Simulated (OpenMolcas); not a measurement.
**Computed levels of P**

```yaml
Program: OpenMolcas 26.06
Method: "SS-CASPT2, IPEA 0.25 Eh, imaginary shift 0.1 Eh (closed shells correlated: 2s 2p 3s)"
Basis: ANO-RCC-VTZP [5s4p2d1f]
Scalar_Hamiltonian: DKH2, point nucleus
Active_space: 3 electrons in 3 orbitals (3p)
State_averaging: 2S+1 = 4 odd, 1 root; 2S+1 = 2 odd, 8 roots
Spin-orbit_coupling: state interaction with AMFI integrals over the reference wave functions, term energies averaged over their components
```

Spin-free terms above the lowest, with the occupations of the reference:

```tsv
Configuration	Term	E (cm-1)	Occupations
3s2 3p3	4S*	0.0	3p 3.00
3s2 3p3	2D*	12030	3p 3.00
3s2 3p3	2P*	20290	3p 3.00
```

With spin-orbit coupling, above the lowest level:

```json
{"Configuration": "3s2 3p3", "Term": "4S*", "J": "3/2", "E (cm-1)": "0.0", "Measured (cm-1)": "0.0", "g": "2.002", "Term weight %": "100"}
{"Configuration": "3s2 3p3", "Term": "2D*", "J": "3/2", "E (cm-1)": "12020", "Measured (cm-1)": "11361", "g": "0.800", "Term weight %": "100"}
{"Configuration": "3s2 3p3", "Term": "2D*", "J": "5/2", "E (cm-1)": "12030", "Measured (cm-1)": "11377", "g": "1.200", "Term weight %": "100"}
{"Configuration": "3s2 3p3", "Term": "2P*", "J": "1/2", "E (cm-1)": "20290", "Measured (cm-1)": "18723", "g": "0.666", "Term weight %": "100"}
{"Configuration": "3s2 3p3", "Term": "2P*", "J": "3/2", "E (cm-1)": "20300", "Measured (cm-1)": "18748", "g": "1.334", "Term weight %": "100"}
```

Against the 4 measured excited levels shown (NIST Handbook of Basic Atomic Spectroscopic Data) the mean absolute deviation is 1100 cm-1; the largest miss in energy is 3s2 3p3 2P* 1/2: computed 20290, measured 18723 cm-1 (+8.4 %).

Spin-orbit coupling puts the lowest level 2.5 cm-1 below the lowest spin-free term.

Term energies are means over components that CASPT2 splits; among the terms shown or strongly mixed into the levels shown the widest spread is 190 cm-1 (3s2 3p3 2D*). With the s shell closed, the reference lacks s² → p² mixing. Computed and measured levels are paired by configuration, term and J; levels that our copy of the source lacks, or whose pairing is in doubt (as where it misses far off the trend of its configuration), stay unpaired and out of the deviations. Only configurations of the active space appear.

The term weight is that of the spin-free term in the level, not the purity of its configuration. * marks odd parity.
